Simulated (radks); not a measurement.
Spherical quantum dot in the effective-mass picture: electrons in a parabolic well V = omega^2 r^2 / 2 with omega = 0.23, all in effective atomic units (hartree* = m*/eps^2 hartree, bohr* = eps/m* bohr), one dielectric constant everywhere. Calculated with a radial shooting solver with Libxc functionals: non-relativistic Kohn-Sham, LDA (Slater exchange, Perdew-Wang correlation), spin-polarised, spherical densities. Levels are named by radial order and angular momentum (1s, 1p, 1d, 2s, ...), and open shells are averaged over m. Results are scaled to m* = 0.555 and eps = 8.4, for which hartree* = 214 meV and bohr* = 0.8009 nm.

N = 13, configuration 1s2 1p6 1d(up 5, down 0). This is the lowest configuration that the search found. Occupied and some empty levels:

level,occupation,eigenvalue (meV),<r> (nm)
1s up,1,614.82,3.216
1s down,1,620.30,3.089
1p up,3,631.99,3.820
1p down,3,638.89,3.786
1d up,5,653.52,4.240
1d down,0,660.80,4.250
2s up,0,663.71,3.472
2s down,0,667.63,3.544
1f up,0,678.62,4.578
1f down,0,685.77,4.611
2p up,0,692.58,3.970
2p down,0,696.88,3.986

Energy (meV): total 5114.40, kinetic 428.01, external 1863.7, Hartree 3365.8, exchange-correlation -543.06.
